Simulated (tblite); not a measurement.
Compound: C5H8BrFO.
SMILES with atom numbers: `[CH3:1][O:2]/[CH:3]=[CH:4]\[C@H:5]([F:6])[CH2:7][Br:8]` (hydrogens: H9, H10, H11 on C1; H12 on C3; H13 on C4; H14 on C5; H15, H16 on C7)

Computed with GFN2-xTB (tblite), gas phase: L-BFGS steps from a force-field or distance-geometry start until the largest atomic force falls under 0.01 eV/Å.

Step 77: E = -751.9928 eV
```
atom  x, y, z in Å  |  force x, y, z in eV/Å
C1      2.5332    0.5449   -0.0981    0.013  -0.008   0.029
O2      1.1411    0.3419   -0.0489    0.000   0.024  -0.012
C3      0.7343   -0.8004    0.5433   -0.003  -0.022  -0.004
C4     -0.5281   -1.2192    0.5176   -0.019   0.022  -0.016
C5     -1.6114   -0.4823   -0.2125   -0.022   0.047  -0.027
F6     -1.2734   -0.3333   -1.5503   -0.031  -0.028  -0.028
C7     -1.8379    0.9241    0.3326    0.000   0.049   0.023
Br8    -2.5195    0.8165    2.1386   -0.008   0.011  -0.006
H9      2.6874    1.5302   -0.5341    0.002  -0.018  -0.011
H10     2.9652    0.5166    0.9065    0.053   0.015   0.025
H11     3.0175   -0.2136   -0.7202    0.018   0.026  -0.020
H12     1.4952   -1.3744    1.0602    0.015  -0.019   0.019
H13    -0.7992   -2.1263    1.0246   -0.001  -0.039   0.025
H14    -2.5468   -1.0564   -0.2023    0.001   0.004  -0.009
H15    -0.8977    1.4730    0.3688   -0.023  -0.018  -0.023
H16    -2.5676    1.4676   -0.2696    0.005  -0.046   0.035
```

Step 78: E = -751.9937 eV
```
atom  x, y, z in Å  |  force x, y, z in eV/Å
C1      2.5331    0.5495   -0.0900    0.009  -0.014   0.032
O2      1.1413    0.3434   -0.0473   -0.006   0.019   0.006
C3      0.7349   -0.8022    0.5389   -0.007  -0.021  -0.006
C4     -0.5273   -1.2215    0.5130   -0.023   0.018  -0.013
C5     -1.6170   -0.4858   -0.2086   -0.029   0.040  -0.027
F6     -1.2973   -0.3514   -1.5529   -0.029  -0.022  -0.021
C7     -1.8346    0.9263    0.3252    0.020   0.044   0.018
Br8    -2.4986    0.8388    2.1404   -0.002   0.013  -0.036
H9      2.6861    1.5435   -0.5053    0.009  -0.014  -0.022
H10     2.9639    0.5016    0.9141    0.053   0.016   0.032
H11     3.0182   -0.1971   -0.7256    0.026   0.030  -0.027
H12     1.4956   -1.3796    1.0532    0.009  -0.008   0.005
H13    -0.7935   -2.1351    1.0110   -0.001  -0.039   0.036
H14    -2.5535   -1.0564   -0.1793   -0.011  -0.009  -0.018
H15    -0.8908    1.4698    0.3470   -0.038  -0.002  -0.019
H16    -2.5681    1.4651   -0.2778    0.020  -0.050   0.062
```

**Question.** Estimate the geometry and energy of step 79. (The exact step hangs on the optimiser's Hessian estimate; all steps are aligned on step 78, rigid shifts and turns removed.)

**Answer.** E = -751.9947 eV, largest force 0.083 eV/Å
```
atom  x, y, z in Å  |  force x, y, z in eV/Å
C1      2.5343    0.5543   -0.0807    0.008  -0.015   0.028
O2      1.1423    0.3474   -0.0426   -0.006   0.002   0.027
C3      0.7349   -0.8028    0.5349   -0.013  -0.018  -0.010
C4     -0.5272   -1.2231    0.5072   -0.019   0.003  -0.005
C5     -1.6243   -0.4891   -0.2056   -0.025   0.013  -0.016
F6     -1.3241   -0.3709   -1.5566   -0.030  -0.010  -0.002
C7     -1.8318    0.9281    0.3180    0.038   0.019   0.003
Br8    -2.4770    0.8618    2.1418    0.005   0.011  -0.059
H9      2.6863    1.5563   -0.4768    0.015  -0.016  -0.024
H10     2.9667    0.4871    0.9219    0.041   0.016   0.025
H11     3.0185   -0.1803   -0.7310    0.028   0.036  -0.024
H12     1.4949   -1.3851    1.0463    0.000   0.009  -0.012
H13    -0.7874   -2.1436    0.9966   -0.002  -0.025   0.034
H14    -2.5613   -1.0572   -0.1561   -0.019  -0.015  -0.025
H15    -0.8836    1.4637    0.3235   -0.040   0.028  -0.012
H16    -2.5687    1.4623   -0.2846    0.020  -0.037   0.071
```

The energy changes by -0.0010 eV. The first-order estimate −F·Δx gives -0.0013 eV and the mean of the old and new forces, exact on a quadratic surface, -0.0009 eV. The step makes an angle of 84° with the force vector and moves no atom by more than 0.033 Å.

What follows is the cost of the whole relaxation. Time: 0.62 s. Hardware: one thread, Arm Neoverse V2 (aarch64), shared host with 32 logical CPUs at a one-minute load of 6.0.
